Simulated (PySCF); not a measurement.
Gas-phase reaction: GaH₃ + NH = GaNH₂ + H₂

Method: PySCF energies (xtb for GFN2) plus ideal-gas RRHO corrections (1 bar). † marks an energy on the PBE0/def2-TZVP geometry and frequencies; other levels use their own. MP2 freezes the core. Open shells (unrestricted): NH (multiplicity 3); the rest are closed-shell singlets. GFN2 has no spin-polarisation term. Ga: all electrons, no relativistic terms. GaH₃, GaNH₂: computed as isolated molecules; such fragments, hydroxides, amides, oligomers or adducts are transient or little studied in the gas. MP2 isn't extrapolated to the basis-set limit.

GFN2-xTB gives ΔH°(298 K) = -630 kJ.

Q: What do BLYP/def2-TZVP†, PBE0/def2-TZVP, MP2/def2-SVP† give?

A: BLYP/def2-TZVP†: -417 kJ; PBE0/def2-TZVP: -384 kJ; MP2/def2-SVP†: -371 kJ. For scale, ΔH°(298 K) is -630 kJ at this level, -396 kJ at ωB97M-V/def2-TZVP†, and runs from -630 to -181 kJ over the 20 levels computed († marks an energy on the PBE0/def2-TZVP geometry).
